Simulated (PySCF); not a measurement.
**TDDFT excited states: C4H11PSi**

Species: C4H11PSi.
Z-matrix (Å and degrees, GFN2-xTB geometry), rows numbered from 1:
```
C 
C   1  1.5152
C   2  1.5354  1  117.59
C   3  1.5321  2   96.63  1  -143.31
P   4  1.8807  3   92.27  2    18.00
Si  5  2.2427  2  101.95  1    42.37
H   1  1.0900  2  109.97  3   -68.27
H   1  1.0887  2  111.03  3    51.78
H   1  1.0885  2  110.42  3   172.15
H   2  1.0967  1  109.20  3   126.26
H   3  1.0918  2  114.84  1    95.36
H   3  1.0904  2  110.67  1   -27.76
H   4  1.0893  3  116.40  2   139.01
H   4  1.0915  3  112.24  2   -94.88
H   6  1.4637  5  104.99  2   162.45
H   6  1.4627  5  107.96  2   -79.58
H   6  1.4691  5  117.37  2    43.13
```

Computed, not measured: TDDFT PBE0/def2-SVPD, vertical, gas phase, core orbitals frozen in the response (PySCF 2.14.0, density-fitted response routines).

```
state  E (eV)  λ (nm)  ν̃ (cm⁻¹)       f  |μ| (D)  main configurations (H = HOMO, L = LUMO)
   S1    5.11   242.6      41210   0.015     0.87                                 H→L (98%)
   S2    5.82   213.2      46910   0.107     2.20                               H→L+1 (90%)
   S3    6.14   201.9      49540   0.044     1.38                               H→L+2 (91%)
   S4    6.29   197.2      50720  0.0032     0.36                               H→L+3 (95%)
   S5    6.61   187.5      53340   0.015     0.78                  H→L+4 (64%), H-1→L (26%)
   S6    6.73   184.3      54270   0.015     0.78     H→L+5 (69%), H→L+4 (16%), H-1→L (11%)
   S7    6.78   183.0      54650   0.037     1.20     H-1→L (56%), H→L+5 (21%), H→L+4 (13%)
   S8    6.95   178.4      56060   0.034     1.13                  H→L+6 (72%), H→L+7 (18%)
```

Triplets, Tamm–Dancoff:

```
state  E (eV)  λ (nm)  main configurations (H = HOMO, L = LUMO)
   T1    4.29   289.3                                 H→L (92%)
   T2    4.84   256.3                               H→L+1 (89%)
   T3    5.89   210.3                  H→L+3 (71%), H→L+2 (16%)
```

The lowest singlet comes at 243 nm (493 kJ/mol) in the ultraviolet; it is weak; its leading configuration is HOMO→LUMO (98%). The most intense listed level is S2 at 5.82 eV (213 nm, f = 0.107), 0.71 eV above S1. Löwdin shares by element: HOMO phosphorus 57%, carbon 17% or more, silicon 10% (atoms not listed hold the other 16%); LUMO phosphorus 34%, carbon 24% or more, silicon 13% (atoms not listed hold the other 28%). Orbital energies (eV): HOMO-3 -9.56, HOMO-2 -8.45, HOMO-1 -8.07, HOMO -6.48, LUMO -0.02, LUMO+1 0.34, LUMO+2 0.64. The listed states span 1.84 eV, and the widest gap between neighbours is 0.71 eV (S1 to S2). The oscillator strengths of these states sum to 0.270; summed over the whole spectrum of an exact calculation they would give the number of electrons, 64 (Thomas–Reiche–Kuhn). The window holds the lowest 8 singlets.

One conformer stands for the species.
